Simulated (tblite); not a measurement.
Parent: `[CH2:1]=[C:2]([Cl:3])[SiH2:4][O:5][SiH2:6][SiH:7]([CH3:8])[CH3:9]` with C1–C2–Si4–O5 136°, C2–Si4–O5–Si6 33°, Si4–O5–Si6–Si7 58°, O5–Si6–Si7–C8 66°, C4H13ClOSi3.

Structures optimised with GFN2-xTB, isolated species. One conformer each, not checked by frequencies here.

| coordinate of the parent | value |
| --- | --- |
| C1=C2 | 1.322 Å |
| C2–Cl3 | 1.738 Å |
| C2–Si4 | 1.898 Å |
| Si4–O5 | 1.605 Å |
| O5–Si6 | 1.643 Å |
| Si6–Si7 | 2.315 Å |
| Si7–C8 | 1.912 Å |
| Si7–C9 | 1.907 Å |
| C1–C2–Cl3 | 118.8° |
| C1–C2–Si4 | 126.9° |
| Cl3–C2–Si4 | 114.3° |
| C2–Si4–O5 | 109.5° |
| Si4–O5–Si6 | 155.4° |
| O5–Si6–Si7 | 108.3° |
| Si6–Si7–C8 | 110.8° |
| Si6–Si7–C9 | 109.4° |
| C8–Si7–C9 | 107.8° |

**Question.** How does the shared frame change in `[CH2:1]=[C:2]([Cl:3])[SiH2:4][O:5][SiH2:6][SiH2:7][CH3:8]` with C1–C2–Si4–O5 -125°, O5–Si6–Si7–C8 -169°, C3H11ClOSi3? Atoms pair as C1 = C1, C2 = C2, Cl3 = Cl3, Si4 = Si4, O5 = O5, Si6 = Si6, Si7 = Si7, C9 = C8 (parent first).

**Answer.** 
```
    parent    relative  value in the relative  change
     C1=C2       C1=C2                1.322 Å   0.000
    C2–Cl3      C2–Cl3                1.740 Å  +0.002
    C2–Si4      C2–Si4                1.897 Å  -0.001
    Si4–O5      Si4–O5                1.605 Å   0.000
    O5–Si6      O5–Si6                1.637 Å  -0.006
   Si6–Si7     Si6–Si7                2.309 Å  -0.006
    Si7–C9      Si7–C8                1.903 Å  -0.004
 C1–C2–Cl3   C1–C2–Cl3                 119.1°    +0.3
 C1–C2–Si4   C1–C2–Si4                 127.2°    +0.3
Cl3–C2–Si4  Cl3–C2–Si4                 113.7°    -0.6
 C2–Si4–O5   C2–Si4–O5                 108.5°    -1.0
Si4–O5–Si6  Si4–O5–Si6                 168.8°   +13.4
O5–Si6–Si7  O5–Si6–Si7                 109.5°    +1.2
Si6–Si7–C9  Si6–Si7–C8                 108.4°    -1.0
```

Of the parent's bonds, O5–Si6 and Si6–Si7 change most and about equally (-0.006 Å). Point group C1 → C1.

The numbers are calculated, not measured.
